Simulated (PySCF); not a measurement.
These are PySCF with B3LYP-D3(BJ)/def2-TZVP // BP86-D3(BJ)/def2-SVP values and carry that method's errors. All species are isolated molecules in the gas phase. B3LYP has the VWN-RPA correlation part, as in Gaussian. 

Reference species: [Hf(Cl)(Br)3] (neutral, multiplicity 1).

| Property | Result |
|---|---|
| LUMO | -2.60 eV |
| coordination number | 4 |
| mean distance from the central atom to its bonded neighbours | 2.447 Å |
| HOMO–LUMO gap | 6.04 eV |

Changed species: [Hf(Cl)4] (0 of 4 Cl replaced by Br; the reference has 3 of 4 Cl replaced by Br).

Task: Give the shifts of the LUMO, coordination number, mean distance from the central atom to its bonded neighbours and HOMO–LUMO gap.

Result: the LUMO increases by 0.15 eV, to -2.45 eV; the coordination number is nearly the same; the mean distance from the central atom to its bonded neighbours drops by 0.109 Å, to 2.338 Å; the HOMO–LUMO gap goes up by 0.93 eV, to 6.97 eV.
